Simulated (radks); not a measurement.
Q: Valence configurations of Br (all share [Ar]). Method: scalar-relativistic Kohn-Sham, LDA (Slater exchange, Perdew-Wang correlation), spin-polarised, spherical densities, finite nucleus; open shells are filled with parallel spins first; Fermi nuclear charge, rms radius 4.1629 fm; computed with a radial shooting solver on a logarithmic mesh with Libxc functionals. Order these by energy: 3d10 4s1.5 4p5.5; 3d9.5 4s1.5 4p6; 3d10 4s2 4p5; 3d9 4s2 4p6; 3d10 4s1 4p6; 3d9.5 4s2 4p5.5.

A: From the lowest, in eV above it: 3d10 4s2 4p5 0.000; 3d10 4s1.5 4p5.5 6.160; 3d10 4s1 4p6 12.352; 3d9.5 4s2 4p5.5 30.858; 3d9.5 4s1.5 4p6 37.245; 3d9 4s2 4p6 64.230. NIST lists [Ar] 3d10 4s2 4p5 as the ground configuration; this level of theory agrees among the configurations tried. The energies are those of spherical high-spin densities, not of single terms.
